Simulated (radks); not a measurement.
Results of a calculation; reference values are marked as such.
Problem. Zr3+, 37 electrons, occupied as [Kr] 4d1. Level of theory: scalar-relativistic Kohn-Sham, PBEsol, spin-polarised, spherical densities, point nucleus; open shells are filled with parallel spins first (spin-orbit coupling, left out, can overturn this in heavy ions) (a radial shooting solver on a logarithmic mesh with Libxc functionals). Some entries of the table are withheld. Estimate them.

orbital,occ.,eigenvalue (eV),<r> (bohr),<r^2> (bohr^2)
1s down,1,-17841.20,0.03708,0.001854
1s up,1,-17841.19,0.03708,0.001854
2s up,1,-2496.279,0.1627,0.03120
2s down,1,-2496.178,0.1627,0.03120
2p up,3,-2229.550,0.1418,0.02457
2p down,3,-2229.475,0.1418,0.02456
3s up,1,-431.9925,0.4588,0.2413
3s down,1,-431.9335,0.4587,0.2413
3p up,3,-345.1278,0.4623,0.2491
3p down,3,-345.0625,0.4623,0.2491
3d up,5,-202.4755,0.4525,0.2477
3d down,5,-202.3767,0.4524,0.2476
4s up,1,-81.8068,1.204,1.640
4s down,1,-81.1494,1.200,1.630
4p up,3,(1),(2),2.058
4p down,3,(3),(4),2.044
4d up,1,-28.5765,1.827,(5)
4d down,0,-27.6554,1.825,(6)
5s up,0,-24.3994,2.904,9.436
5s down,0,-23.5770,2.905,9.438
5p up,0,-19.0102,3.369,12.71

Solution. 
(1) 4p up eigenvalue (eV): -59.4959
(2) 4p up <r> (bohr): 1.343
(3) 4p down eigenvalue (eV): -58.7324
(4) 4p down <r> (bohr): 1.338
(5) 4d up <r^2> (bohr^2): 3.902
(6) 4d down <r^2> (bohr^2): 3.899
